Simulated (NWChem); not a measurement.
# BH2O2Br; SMILES OB(O)Br

```xyz
6

B     -0.0103     0.9582     0.0000
Br    -0.0118    -0.9797     0.0000
O     -1.1997     1.5855     0.0000
H     -1.0960     2.5446     0.0000
O      1.1532     1.6481     0.0000
H      1.9332     1.0848     0.0000
```
Atoms are numbered in this order, from 1.

Results from NWChem. Geometry: optimised at PBE0/def2-SVP. B3LYP is NWChem's, with the RPA form of VWN correlation. Ions are spin-unrestricted doublets at the neutral geometry; other ion states weren't tried.

For level B3LYP/def2-SVP:

−ε(HOMO) (eV): 7.86

How do the values read with level PBE/def2-SVP instead?


* **−ε(HOMO) (eV)**: 6.80
